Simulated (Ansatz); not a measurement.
`[CH3][GeH]([Cl])[C]#N`, charge 0, multiplicity 1.

**Question.** Give a relaxed structure at PBE0-D4/def2-TZVP (Ansatz). (Estimate.)

**Answer.** Computed: 
Cartesian coordinates in Å:
```
C 1.1083 -0.2607 0.6942
Ge -0.5725 0.4605 0.0773
Cl -2.1780 -0.3370 1.2539
C -0.8928 -0.1458 -1.7251
N -1.0411 -0.5071 -2.8083
H 1.9190 0.1032 0.0615
H 1.0737 -1.3488 0.6468
H 1.2831 0.0512 1.7238
H -0.6997 1.9845 0.0759
```
This is one stationary point; other conformers may exist.
